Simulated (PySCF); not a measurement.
Compound: CH4B3Cl3.
Atom-mapped SMILES: `[BH2:1][C@H:2]([BH:3][Cl:4])[B:5]([Cl:6])[Cl:7]` (hydrogens: H8, H9 on B1; H10 on C2; H11 on B3)

Computed by this run: PBE0-D3(BJ)/def2-SVP geometry optimisation, gas phase in PySCF 2.14.0; density fitting, grid level 1; the optimiser is geomeTRIC in internal coordinates, started from a GFN2-xTB structure with every atom displaced at random (about 0.01 Å).

Step 0: E = -40671.9383 eV
```
atom  x, y, z in Å  |  force x, y, z in eV/Å
B1     -1.2591   -0.6986   -0.4149    0.923   1.188   0.036
C2      0.0033    0.2481   -0.3674   -0.005  -0.290   0.144
B3      1.2147   -0.7536   -0.2889   -0.660   0.574   0.577
Cl4     2.3026   -0.8984   -1.6144    0.407  -0.091  -0.579
B5     -0.0618    1.1756    0.9035    0.105  -0.881  -0.691
Cl6    -0.0809    0.5709    2.5127   -0.023  -0.423   0.830
Cl7    -0.1055    2.8850    0.7003   -0.027   0.881  -0.225
H8     -1.9397   -0.6393   -1.3702   -0.488  -0.128  -0.678
H9     -1.5280   -1.3648    0.4986   -0.255  -0.802   0.826
H10     0.0754    0.8650   -1.2546   -0.014   0.252  -0.514
H11     1.4327   -1.4094    0.6776    0.036  -0.282   0.276
```

Step 1: E = -40672.0313 eV
```
atom  x, y, z in Å  |  force x, y, z in eV/Å
B1     -1.2760   -0.6104   -0.3752    0.044  -0.479  -0.115
C2      0.0118    0.2589   -0.4221    0.090   0.258  -0.081
B3      1.1738   -0.7665   -0.2758    0.348   0.108  -0.021
Cl4     2.4105   -0.8287   -1.5233   -0.141  -0.040   0.080
B5     -0.0031    1.1441    0.8624   -0.364   0.212   0.250
Cl6     0.0496    0.4917    2.4984    0.074   0.150  -0.246
Cl7    -0.2349    2.8910    0.6856    0.171  -0.363   0.049
H8     -1.9546   -0.6546   -1.3736   -0.127   0.076   0.099
H9     -1.5339   -1.3232    0.5690   -0.030   0.173  -0.047
H10     0.0851    0.8660   -1.3341    0.015  -0.020   0.044
H11     1.3251   -1.4877    0.6709   -0.080  -0.074  -0.012
```

**Question.** Estimate the geometry and energy of step 2. (The exact step hangs on the optimiser's Hessian estimate; all steps are aligned on step 1, rigid shifts and turns removed.)

**Answer.** E = -40672.0573 eV, largest force 0.196 eV/Å
```
atom  x, y, z in Å  |  force x, y, z in eV/Å
B1     -1.2645   -0.6409   -0.4057   -0.011  -0.042   0.137
C2      0.0097    0.2646   -0.4278   -0.069  -0.056  -0.113
B3      1.1917   -0.7420   -0.2684    0.049  -0.052  -0.030
Cl4     2.4262   -0.8266   -1.5103   -0.055   0.036   0.034
B5     -0.0432    1.1364    0.8669    0.060   0.169   0.080
Cl6     0.0548    0.5113    2.5023   -0.050  -0.046  -0.095
Cl7    -0.1895    2.8806    0.6907   -0.004  -0.063  -0.011
H8     -2.0087   -0.6756   -1.3559    0.064   0.064  -0.033
H9     -1.5205   -1.3160    0.5603    0.022  -0.032   0.001
H10     0.0888    0.8824   -1.3304    0.007   0.011   0.005
H11     1.3086   -1.4938    0.6604   -0.014   0.013   0.026
```

The energy changes by -0.0260 eV. The first-order estimate −F·Δx gives -0.0661 eV and the mean of the old and new forces, exact on a quadratic surface, -0.0265 eV. The step makes an angle of 55° with the force vector and moves no atom by more than 0.061 Å.

The cost below is that of the whole optimisation. Time: 64 s of wall time; peak memory 0.52 GiB. Hardware: Arm Neoverse V2, one thread, no GPU, shared host with 96 logical CPUs at a one-minute load of 46.
